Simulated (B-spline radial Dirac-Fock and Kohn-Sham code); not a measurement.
Sn: non-radiative channels of the M2 vacancy

System: the Sn atom, configuration [Kr] 4d10 5s2 5p2.

Calculated with a radial atomic solver, using independent-particle radiative and Coulomb Auger rates from relativistic LDA hole-state orbitals, with Dirac-Fock energies. Kinetic energies are configuration averages from the vacuum level; the two-hole energies are estimated from single-hole states.

```
transition  kinetic energy (eV)  width (meV)  share (%)
   M2-M3O1                19.43         36.3        0.9
   M2-M4N1                91.25          627       14.9
   M2-M5N1                99.70          110        2.6
   M2-M4N2                136.5          615       14.6
   M2-M4N3                144.3          937       22.3
   M2-M5N2                144.6          762       18.1
   M2-M5N3                152.8         80.5        1.9
   M2-M4N4                217.4          205        4.9
   M2-M4N5                218.0          213        5.1
   M2-M5N5                226.8         30.3        0.7
   M2-M4O1                243.2         70.7        1.7
   M2-N1N2                488.2         41.9        1.0
   M2-N2N2                529.5         29.0        0.7
   M2-N2N3                538.7         91.1        2.2
   M2-N2N5                610.9          119        2.8
   M2-N2N4                611.9         71.2        1.7
```

Coster-Kronig rates are the weakest part of this model and often come out 1.5 to 2.5 times too large. The listed channels hold 96 % of the non-radiative rate. Summed by principal shells, of 4.20 eV in all: MMN 85.6 %, MNN 9.3 %, MMO 4.6 %, MNO 0.4 %.
